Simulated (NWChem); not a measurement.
Species: CH$_{4}$OSSi, singlet; SMILES CO[Si]S

```xyz
8

Si     0.8314     0.0173    -0.0001
O     -0.4458    -1.0575    -0.0005
C     -0.3153    -2.4549     0.0003
H     -0.8038    -2.8740     0.8946
H     -0.8123    -2.8755    -0.8885
H      0.7410    -2.7834    -0.0044
S     -0.3760     1.8044     0.0001
H      0.7100     2.6093     0.0005
```
Atoms are numbered in this order, from 1.

Program: NWChem. Pople sets run with spherical d functions. Low-valent species are run as closed-shell singlets; no triplet was tried in these runs. Geometry: optimised at PBE0/def2-SVP.

**Question.** Taking PBE/6-311++G** as the yardstick, which of these has the fewest basis functions while keeping “dipole (D)” within 0.1 D of it: PBE/6-31G*; PBE/6-31+G*; PBE/3-21G; PBE/6-311G**; PBE/STO-3G?

**Answer.** PBE/6-31G* (a larger set in the list lies outside the tolerance).
```csv
level,basis functions,dipole (D),relative time (rough)
PBE/STO-3G,32,1.44,1
PBE/3-21G,52,2.46,1
PBE/6-31G*,72,1.78,3
PBE/6-31+G*,88,1.76,5
PBE/6-311G**,112,1.88,5
PBE/6-311++G**,132,1.70,9
```

The yardstick is one finite set, not the basis-set limit.
